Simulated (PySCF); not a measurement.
C4H4BFO, SMILES `Bc1ccc(F)o1`, neutral singlet in the gas phase. 

Cartesian coordinates (Å):
SMILES: Fc1ccc(o1)B
```xyz
11

B     -2.0785    -0.4603     0.1916
C     -0.6064    -0.1615     0.0682
C      0.0992     0.9320    -0.4208
C      1.4871     0.6752    -0.2936
C      1.5366    -0.5775     0.2736
F      2.5634    -1.3111     0.6136
O      0.3511    -1.0976     0.4995
H     -2.8574     0.3756    -0.1929
H     -2.4652    -1.5000     0.6588
H     -0.3644     1.8281    -0.8300
H      2.3344     1.2969    -0.5681
```
Charge 0, multiplicity 1.

All levels are single points at this geometry (B3LYP-D3(BJ)/def2-SVP); Pople sets use spherical d functions. Orbital energies aren't observables, and empty levels follow the basis.

| level | HOMO (eV) | LUMO (eV) | gap (eV) | dipole (D) | vertical IE, Delta-SCF (eV) |
|---|---|---|---|---|---|
| M06-2X/def2-TZVP in PySCF | -8.26 | -1.15 | 7.11 | 2.10 | 9.32 |
| B3LYP/3-21G in PySCF | -6.92 | -1.92 | 5.00 | 2.43 | – |
| B3LYP/6-31G* in PySCF | -6.71 | -1.79 | 4.92 | 2.32 | 9.02 |
| BP86/6-31G* in PySCF | -6.03 | -2.56 | 3.47 | 2.44 | – |
| PBE/6-31G* in PySCF | -5.93 | -2.47 | 3.46 | 2.43 | 9.01 |
| HF/6-31G* in PySCF | -9.02 | 1.90 | 10.92 | 2.33 | – |
